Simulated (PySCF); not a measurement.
# Ionisation energy of Si²⁺ by level of theory

Si²⁺ [Ne] 3s2 (1S) → Si³⁺ [Ne] 3s1 (2S), as a difference of total energies. All numbers are calculated (PySCF 2.14, no relativity, point nucleus, in def2-QZVPPD (10s6p5d2f1g, 76 functions)). Correlated levels: valence and next inner shell: 1s2 frozen. The calculations carry no spin-orbit coupling.

```
                                method  ionisation energy (eV)  error (eV)
                                   UHF                  31.955      -1.538
    MP2 (valence and next inner shell)                  33.123      -0.370
SCS-MP2 (valence and next inner shell)                  33.250      -0.243
   CCSD (valence and next inner shell)                  33.337      -0.156
CCSD(T) (valence and next inner shell)                  33.375      -0.118
```

Reference: 33.493 eV (measured; NIST Atomic Spectra Database, ionization energies).

Errors of the correlated levels include the incompleteness of this basis and the frozen core.
